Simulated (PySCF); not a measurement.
Spin-state energies of [Cr(NH3)6]2+

The complex [Cr(NH3)6]2+ (charge +2) contains Cr(II), shell d4. The structure is a PBE0-D3(BJ)/def2-SVP, IEF-PCM water geometry optimised for multiplicity 5; coordination octahedral, point group Ci, metal–donor distances 2.16–2.47 Å.

```
25

Cr    0.000    0.000    0.000
N    -0.013   -0.021    2.474
H     0.924   -0.019    2.879
H    -0.492    0.777    2.893
H    -0.474   -0.847    2.857
N     0.013    0.021   -2.474
H    -0.924    0.019   -2.879
H     0.474    0.847   -2.857
H     0.492   -0.777   -2.893
N     2.157   -0.022   -0.011
H     2.588    0.905   -0.010
H     2.546   -0.509    0.798
H     2.531   -0.500   -0.833
N    -2.157    0.022    0.011
H    -2.588   -0.905    0.010
H    -2.531    0.500    0.833
H    -2.546    0.509   -0.798
N    -0.021    2.156   -0.018
H    -0.004    2.552    0.924
H     0.773    2.569   -0.510
H    -0.854    2.542   -0.468
N     0.021   -2.156    0.018
H     0.004   -2.552   -0.924
H     0.854   -2.542    0.468
H    -0.773   -2.569    0.510
```

Method (PySCF 2.14, density fitting): CASSCF(4,5) with orbitals averaged over all microstates of the shell, strongly contracted NEVPT2 on the averaged canonical orbitals; basis x2c-TZVPall on the metal, x2c-SVPall elsewhere; spin-free X2C; IEF-PCM water; spin-orbit coupling by state interaction with the mean-field operator over all roots.

The unrestricted Kohn–Sham energies use the same basis, Hamiltonian, solvent and geometry. All energies are vertical, in cm⁻¹ above the lowest state with 2S+1 = 5; a negative value means that the lower spin is more stable. A dash marks a spin without a sound unrestricted solution.

```tsv
method	2S+1 = 3	2S+1 = 1
CASSCF	13604	23240
NEVPT2	10382	19436
BP86	5181	–
TPSSh	5779	–
B3LYP	6274	–
PBE0	8435	–
```

Question: How does exact exchange act on the 2S+1 = 3 state?

Answer: From BP86 (0 % exact exchange) to PBE0 (25 %) it moves by +3254 cm⁻¹ against the high-spin state, so more exact exchange favours high spin, the usual trend.

The functionals differ in more than their exact exchange.

The active space of the d orbitals alone lacks metal–ligand bonding pairs, which usually tilts NEVPT2 towards high spin.
